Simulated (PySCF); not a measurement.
ClGeH3Se, SMILES Cl[Se][GeH3]. Atoms are numbered in the order given.

```xyz
6

Se     0.8223    -0.6375     0.0000
Cl    -1.0454    -1.8033     0.0000
Ge    -0.2746     1.4593     0.0000
H     -1.1332     1.5721     1.2667
H      0.8689     2.4886     0.0000
H     -1.1332     1.5721    -1.2667
```

Geometry optimised at PBE0-D3(BJ)/def2-SVP.

Level of theory: TDDFT-CAM-B3LYP/def2-SVPD (PySCF).

Vertical excitations. Gas-phase values at a fixed geometry. State labels are in the subgroup Cs.

```csv
state,symmetry,energy (eV),λ (nm),f,main pairs
S1,A",2.75,450,0.000,HOMO→LUMO 99 %
S2,A',4.37,284,0.004,HOMO−1→LUMO 98 %
S3,A",4.92,252,0.009,HOMO→LUMO+1 92 %
S4,A",5.76,215,0.000,HOMO−2→LUMO 85 %
S5,A",6.26,198,0.007,HOMO→LUMO+2 93 %
S6,A',6.33,196,0.011,"HOMO−3→LUMO 56 %, HOMO−5→LUMO 40 %"
S7,A',6.79,183,0.100,"HOMO−1→LUMO+1 68 %, HOMO→LUMO+5 17 %"
S8,A",7.07,175,0.002,"HOMO→LUMO+3 64 %, HOMO→LUMO+6 26 %"
S9,A',7.30,170,0.025,"HOMO→LUMO+5 36 %, HOMO−5→LUMO 23 %, HOMO→LUMO+7 12 %, HOMO−3→LUMO 11 %"
S10,A",7.34,169,0.001,HOMO→LUMO+4 86 %
T1,A",2.05,605,0,HOMO→LUMO 97 %
T2,A',3.71,334,0,HOMO−1→LUMO 97 %
T3,A",4.51,275,0,HOMO→LUMO+1 90 %
T4,A",5.12,242,0,"HOMO−2→LUMO 82 %, HOMO−4→LUMO 14 %"
```
Triplets are in the Tamm–Dancoff approximation, which puts them higher than full response would, so one can lie above its singlet here.
